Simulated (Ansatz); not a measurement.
Mulliken charges of CHClF4OSn (`[F][SnH]([Cl])[O]C(F)(F)F`) from r2SCAN/def2-TZVPP in Ansatz (PBE0-D4/def2-TZVP geometry).

```csv
atom,x (Å),y (Å),z (Å),charge (e)
F1,-2.462,0.439,-0.412,-0.443
Sn2,-0.801,1.261,-0.017,1.232
Cl3,-0.624,1.354,2.255,-0.308
O4,0.569,0.043,-0.740,-0.489
C5,0.897,-1.127,-0.206,0.591
F6,1.915,-1.016,0.655,-0.177
F7,-0.128,-1.680,0.474,-0.188
F8,1.263,-1.984,-1.153,-0.165
H9,-0.629,2.709,-0.857,-0.052
```

Question: By hand: the dipole of these point charges (1 e Å = 4.8032 D).

Answer: Σ q r = (0.057, 0.937, -0.263) e Å, of length 0.975 e Å = 4.68 D.

Question: How does the dipole of the full density compare? (Best estimate.)

Answer: Computed: (-0.001, 0.721, -0.115) e Å, 3.51 D; the point charges give 1.33 times that, at 7° from its direction.

Point charges leave out the atoms' own dipoles, such as those of lone pairs, and Mulliken's split depends on the basis, so the two needn't agree.
